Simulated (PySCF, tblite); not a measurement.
Isomers of C7H10F2Si. Level: GFN2-xTB in tblite, geometry and Hessian alike; calculated harmonic values, unscaled, isolated species. Errors from tens to a few hundred cm⁻¹ against measured bands are possible. Modes of hydrogen on silicon can be 10 to 20 % off. One conformer each.

Electronic energies: PBE0/pcSseg-1 single points on the GFN2-xTB geometries (PySCF, gas phase).

```tsv
SMILES	electronic energy, lowest = 0 (kcal/mol)
FC(F)C1=C[SiH2][C@H]2C[C@@H]1C2	39.0
C#C[Si@]1(C)C[C@H](C(F)F)C1	47.6
C[C@]1([SiH2]F)C=CC(F)=CC1	0.0
```

**Question.** How do GFN2-xTB zero-point energies change the relative energies?

**Answer.** 
| SMILES | ZPE (kcal/mol) | of it from modes above 1550 cm⁻¹ | electronic (kcal/mol) | with ZPE, lowest = 0 (kcal/mol) | lowest mode (cm⁻¹) | rings |
| --- | --- | --- | --- | --- | --- | --- |
| C[C@]1([SiH2]F)C=CC(F)=CC1 | 93.1 | 46.1 | 0.0 | 0.0 | 42 | 1 |
| FC(F)C1=C[SiH2][C@H]2C[C@@H]1C2 | 94.2 | 42.9 | 39.0 | 40.2 | 39 | 3 |
| C#C[Si@]1(C)C[C@H](C(F)F)C1 | 94.0 | 46.7 | 47.6 | 48.5 | 35 | 1 |

The zero-point energies span 1.1 kcal/mol, from `C[C@]1([SiH2]F)C=CC(F)=CC1` to `FC(F)C1=C[SiH2][C@H]2C[C@@H]1C2`. The order is unchanged.

**Question.** And how do the electronic energies of GFN2-xTB itself compare?

**Answer.** `C[C@]1([SiH2]F)C=CC(F)=CC1` 0.0; `FC(F)C1=C[SiH2][C@H]2C[C@@H]1C2` 44.7; `C#C[Si@]1(C)C[C@H](C(F)F)C1` 85.5 kcal/mol, lowest = 0. Against the energies above, taken from the same isomer `C[C@]1([SiH2]F)C=CC(F)=CC1`, the largest difference is 37.9 kcal/mol.

**Question.** What do entropy and thermal enthalpy add at 298.15 K and 1 bar (rigid rotor, harmonic oscillator, one conformer each)?

**Answer.** 
```csv
SMILES,point group,symmetry number,S (cal/(mol K)),H − H(0) (kcal/mol),ZPE + H − H(0) − TS (kcal/mol)
C[C@]1([SiH2]F)C=CC(F)=CC1,C1,1,102.4,7.49,70.0
FC(F)C1=C[SiH2][C@H]2C[C@@H]1C2,C1,1,96.9,6.66,72.0
C#C[Si@]1(C)C[C@H](C(F)F)C1,Cs,1,110.7,8.29,69.3
```
